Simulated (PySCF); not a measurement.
**HInO: from structure and modes to constants**

These are results of PySCF, PBE0, basis In def2-TZVP with ECP28, O def2-TZVP, H def2-TZVP (scalar-relativistic core potentials, no spin–orbit coupling, density fitting), not measurements.

The singlet minimum has C∞v symmetry. Masses (u): In 114.90388, O 15.99492, H 1.00782.

```xyz
3
charge 0 multiplicity 1, angstrom
In    0.0000    0.0000    0.2078
O     0.0000    0.0000   -1.6103
H     0.0000    0.0000    1.8714
```

Harmonic wavenumbers (cm⁻¹): 480.5 (π, ×2), 835.5 (σ+, ×1), 1951.8 (σ+, ×1).

Find the principal moments of inertia and the rotational constants. What kind of rotor is it?

About the centre of mass I = 49.966 u Å². With B = 16.8576/I this gives 0.3374 cm⁻¹. The molecule is linear.

What is the harmonic zero-point energy?

Half the sum of all 4 wavenumbers, 3748/2 = 1874 cm⁻¹, which is 22.4 kJ/mol (1 cm⁻¹ = 0.0119627 kJ/mol).

Find the vibrational entropy and heat capacity at 298.15 K.

With u = 1.43878 ω/T, each mode gives S = R[u/(eᵘ−1) − ln(1−e⁻ᵘ)] and C = R u² eᵘ/(eᵘ−1)².
```tsv
ω (cm⁻¹)	u	S (J/(mol K))	C (J/(mol K))
480.5 (×2)	2.319	2.97	5.41
835.5	4.032	0.75	2.49
1951.8	9.419	0.01	0.06
```
The sums over all modes are S = 6.7 and C = 13.4 J/(mol K); the softest mode gives 44 % of the entropy (each member, where degenerate).

Give the standard entropy (298.15 K, 1 bar) by its translational, rotational, vibrational and spin parts, and Cp.

Sackur–Tetrode with M = 131.91 u gives 169.7; rotation with symmetry number 1 gives 61.7; vibration 6.7; spin R ln 1 = 0.0. The total is 238.1 J/(mol K), and Cp = 7/2 R + 13.4 = 42.5 J/(mol K).

Only a few start shapes were tried, so a lower isomer may exist.
